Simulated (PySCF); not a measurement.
Q: What does the PBE0-D3(BJ)/def2-SVP structure of `C1C2(CC1OC(F)F)CC2` look like in three dimensions?

A: 
```xyz
20
C7H10F2O angstrom
F      2.9588    1.2441   -1.0303
C      3.1147    0.1058   -0.3119
F      4.2252    0.2342    0.4125
O      2.0848   -0.0746    0.5396
C      0.8594   -0.4143   -0.0664
C     -0.0090    0.7175   -0.6477
C     -1.1992    0.0385    0.0212
C     -2.3882   -0.5247   -0.6897
C     -2.5539    0.5803    0.3185
C     -0.2567   -0.7538    0.9233
H      3.2327   -0.7268   -1.0342
H      1.0178   -1.2243   -0.8023
H     -0.0220    0.8498   -1.7395
H      0.2483    1.6729   -0.1661
H     -2.5179   -0.2793   -1.7481
H     -2.7238   -1.5290   -0.4141
H     -3.0033    0.3359    1.2855
H     -2.7943    1.5816   -0.0506
H     -0.0733   -0.2396    1.8796
H     -0.4726   -1.8158    1.1115
```

Any rigid rotation of these coordinates is as good. Atoms count from 1 in this order. The 2 C–F bonds span 1.332 Å (C2–F3, drawn single) to 1.355 Å (F1–C2, drawn single), a spread of 0.023 Å. The 4-membered ring C5–C6–C7–C10 has internal angles of 87.0° to 90.5° (sum 355°, against 360° for a flat polygon); it is puckered, 0.12 Å rms from its mean plane, widest ring torsion 18°. Of the pairs four or more bonds apart, H11···H12 is among the closest relative to their van der Waals radii: 2.28 Å, 95 % of the sum of Bondi's values. The 3-membered ring C7–C8–C9 has internal angles of 59.5° to 60.6°.

Bonds between heavy atoms (Å): F1–C2 1.355, C2–F3 1.332, C2–O4 1.348, O4–C5 1.409, C5–C6 1.540, C6–C7 1.525, C7–C8 1.495, C8–C9 1.505, C7–C10 1.526, C5–C10 1.530, C7–C9 1.489.

Computed, not measured: PBE0-D3(BJ)/def2-SVP geometry optimisation, gas phase in PySCF 2.14.0.

Point group: C1 (no symmetry element, even within 0.4 Å). PBE0-D3(BJ)/def2-SVP frequencies: not computed here. One conformer, not necessarily the lowest (F1–C2–O4–C5 71°, C2–O4–C5–C6 -82°).
